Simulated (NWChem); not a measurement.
C6H6N, doublet; SMILES c1c(cccc1)[NH]

```xyz
13

N     -0.0840    -2.3636     0.0000
C     -0.0064    -1.0252     0.0000
C     -1.2340    -0.2833     0.0000
C     -1.2301     1.0997     0.0000
C     -0.0146     1.8054     0.0000
C      1.2052     1.1074     0.0000
C      1.2178    -0.2762     0.0000
H      0.8666    -2.7550     0.0000
H     -2.1578    -0.8533     0.0000
H     -2.1697     1.6457     0.0000
H     -0.0169     2.8916     0.0000
H      2.1418     1.6588     0.0000
H      2.1604    -0.8197     0.0000
```
Atoms are numbered in this order, from 1.

Level: B3LYP/6-31G* (spherical d), spin-unrestricted (NWChem), optimised geometry, unscaled harmonic frequencies. In the optimisation the excess spin sits in a" (Cs, its own frame).

```csv
frequency (cm⁻¹),IR intensity (km/mol)
204,0.3
391,4.4
418,8.7
490,2.8
535,0.1
619,0.3
676,35.5
688,47.9
781,49.2
834,3.0
835,1.5
911,5.2
968,0.0
990,0.4
992,0.0
1035,0.8
1097,14.7
1179,1.4
1182,4.6
1197,38.1
1328,1.3
1357,2.2
1377,24.8
1489,7.4
1507,7.3
1587,1.6
1607,18.8
3179,6.0
3191,0.2
3199,23.7
3213,21.3
3223,6.9
3397,7.7
```

| Property | Value |
|---|---|
| zero-point energy | 65.3 kcal/mol |
| thermal correction to the enthalpy at 298.15 K (with zero-point energy) | 69.2 kcal/mol |
| heat capacity Cv | 21.3 cal/(mol K) |
| entropy at 298.15 K and 1 atm (symmetry number 1, electronic part: spin degeneracy alone) | 75.4 cal/(mol K) |
| dipole moment | 2.45 D |

Rigid rotor and harmonic oscillator.
